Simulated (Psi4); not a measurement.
H3Al, singlet, at a GFN2-xTB geometry (such geometries of metal compounds can be far from the true shape).

Here is a job for Psi4.
```
memory 2 GB

molecule {
0 1
Al   -0.00000000   -0.00000000   -0.00000000
H     0.64279377   -0.45514932    1.33855567
H    -0.27575805    1.50677855   -0.25622634
H    -0.36703572   -1.05162922   -1.08232933
}

set {
  basis def2-tzvp
}

energy('bhhlyp')
print_variables()
```

Q: What does this run give for the number of basis functions, total energy, nuclear repulsion energy?

A: 
| Quantity | Value |
|---|---|
| number of basis functions | 55 |
| total energy | -488.406106 Ry |
| nuclear repulsion energy | 13.8785 Eh |
